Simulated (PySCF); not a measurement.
C₂H₆SZn (SMILES C[CH2][Zn][SH]), singlet, at a GFN2-xTB geometry (such geometries of metal compounds can be far from the true shape). Base run: PBE/6-31G, polarisability run with PySCF.

Here is a job for PySCF.
```python
from pyscf import gto, scf, dft
from pyscf.prop import polarizability

mol = gto.Mole()
mol.atom = '''
    Zn   -0.39489974   -0.24293507    0.30569578
    C     0.27888530   -1.82744711   -0.79807246
    C     1.34456189   -1.27055712   -1.73244052
    H    -0.52225616   -2.28454765   -1.37353966
    H     0.70725683   -2.59442988   -0.15706615
    H     2.16584729   -0.81757575   -1.17697938
    H     0.93132662   -0.52161936   -2.40779205
    H     1.76100777   -2.07387796   -2.34303988
    S    -0.11729360    2.00049091    0.73888168
    H    -1.06017579    2.16027360    1.64851484
'''
mol.basis = '6-31g'
mol.verbose = 3
mol.build()

mf = dft.RKS(mol)
mf.xc = 'pbe'
mf.kernel()
alpha = mf.Polarizability().polarizability()[2, 2]
print('alpha_zz =', alpha)
```

Each row names what was changed in the base input (with any setting that the change needs).

| change | alpha_zz (bohr³) | basis functions | core-seconds (rough) |
|---|---|---|---|
| base | 62.48 | 70 | 10 |
| functional = hf | 55.38 | 70 | 1 |
| basis = 6-31G* | 63.70 | 92 | 20 |
| finite field (a.u.) = 0.05; conv_tol = 1e-11 | 66.40 | 70 | 10 |
| finite field (a.u.) = 2e-4; conv_tol = 1e-6 | 65.01 | 70 | 7 |
| basis = cc-pVDZ | [?] | [?] | 30 |
| functional = lda,vwn | 63.01 | 70 | 6 |
| finite field (a.u.) = 0.005; conv_tol = 1e-11 | 62.52 | 70 | 10 |
| basis = def2-SVP | 58.59 | 107 | 20 |
| finite field (a.u.) = 0.001; conv_tol = 1e-11 | 62.48 | 70 | 10 |
| finite field (a.u.) = 2e-4; conv_tol = 1e-11 | 62.48 | 70 | 10 |
| finite field (a.u.) = 0.02; conv_tol = 1e-11 | 63.04 | 70 | 10 |

What belongs in the gaps?


- basis = cc-pVDZ, alpha_zz (bohr³): 65.97
- basis = cc-pVDZ, basis functions: 119

Finite-field rows take the second difference of the energy in a field along z; a small field with loose convergence shows SCF noise divided by the square of the field, and a large one adds hyperpolarisability.
